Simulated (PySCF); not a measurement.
VCl2: V(II) (d3), charge 0. The structure is a PBE0-D3(BJ)/def2-TZVP geometry optimised for multiplicity 4; coordination linear, point group D∞h, metal–donor distances 2.19 Å.

```
3

V     0.000    0.000    0.000
Cl    0.000    0.000    2.192
Cl    0.000    0.000   -2.192
```

Method (PySCF 2.14, density fitting): CASSCF(3,5) with orbitals averaged over all microstates of the shell, strongly contracted NEVPT2 on the averaged canonical orbitals; basis x2c-TZVPall on the metal, x2c-SVPall elsewhere; spin-free X2C; gas phase; spin-orbit coupling by state interaction with the mean-field operator over all roots.

Which term lies lowest, and with what spin?

4Σg- (S = 3/2, orbital degeneracy 1), orbital occupations from the lowest 0.9 0.9 1.0 0.1 0.1, by NEVPT2.

List the excited states of the same spin.

By NEVPT2: 4Πg at 2927 cm⁻¹; 4Φg at 4454 cm⁻¹; 4Δg at 7249 cm⁻¹ (1379 nm); 4Πg at 12549 cm⁻¹ (797 nm); 4Σg- at 19798 cm⁻¹ (505 nm). All are electric-dipole forbidden at this geometry.

Which is the lowest state of another spin?

2Γg at 12977 cm⁻¹ by NEVPT2; CASSCF alone puts it at 14286 cm⁻¹ above the same ground state.

What ligand-field parameters describe the result?

At CASSCF level (the NEVPT2 levels don't fit a ligand-field model well): orbital energies 0, 0, 4469, 5409, 5409 cm⁻¹; B = 822 cm⁻¹; C = 3313 cm⁻¹; B over its free-ion value at the same level 0.852; rms of the fit 486 cm⁻¹; ζ = 157 cm⁻¹ (free ion 174).

What magnetic behaviour follows?

The ground multiplet follows a spin Hamiltonian with S = 3/2, g = 1.827, 1.827, 2.001, D = 6.61 cm⁻¹, E/|D| = 0.00 (spin-orbit part alone); the lowest levels hold 100 % of the spin-free ground state. μeff is 3.81 μB at 300 K and 3.43 μB at 10 K; the spin-only value is 3.88 μB.

No frequencies were computed for the optimised geometry. NEVPT2 lifts 4Δg from 3851 to 7249 cm⁻¹; on the d shell alone such lifts tend to overshoot.

The job took 5 s on one thread of Intel Xeon Platinum 8375C @ 2.90GHz (shared host), with 84 basis functions, launched as `OMP_NUM_THREADS=1 python lf_run.py task.json out`.
